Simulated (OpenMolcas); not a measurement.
**Ionisation energies of potassium**

```json
{"Program": "OpenMolcas 26.06", "Basis": "ANO-R2 [5s4p2d1f]", "Scalar Hamiltonian": "X2C, finite nucleus", "Spin-orbit coupling": "state interaction with AMFI integrals over the reference wave functions, term energies averaged over their components"}
```

Active shells in each charge state: the valence s, p, d shells, with orbitals averaged over the low states. Where CASPT2's correlated closed shells are named, they are those of the first ion.

A. CASSCF
B. SS-CASPT2, IPEA 0.25 Eh, imaginary shift 0.1 Eh (closed shells correlated: 3s 3p)
C. SS-CASPT2, IPEA 0.25 Eh, imaginary shift 0.1 Eh (closed shells correlated: 2s 2p 3s 3p)
D. SS-CASPT2, IPEA 0 Eh, imaginary shift 0.1 Eh (closed shells correlated: 3s 3p)
E. SS-CASPT2, IPEA 0.25 Eh, imaginary shift 0.1 Eh (closed shells correlated: none)

Energies in eV between the lowest computed levels, named as in B; reference values from the NIST Atomic Spectra Database with their kind.

| From | To | A | B | C | D | E | Spin-orbit share in B | Reference |
| --- | --- | --- | --- | --- | --- | --- | --- | --- |
| K 4s 2S 1/2 | K+ 3p6 1S0 | 4.018 | 4.240 | 4.242 | 4.258 | 4.018 | +0.000 | 4.341 (measured) |

Error against the reference values, in %:

```tsv
From	Reference	A	B	C	D	E
K	measured	-7.4	-2.3	-2.3	-1.9	-7.4
```

Absolute error against the one measured value: A 0.32 eV, B 0.10 eV, C 0.10 eV, D 0.08 eV, E 0.32 eV.

The lowest level within the active space need not be the ion's true ground level.
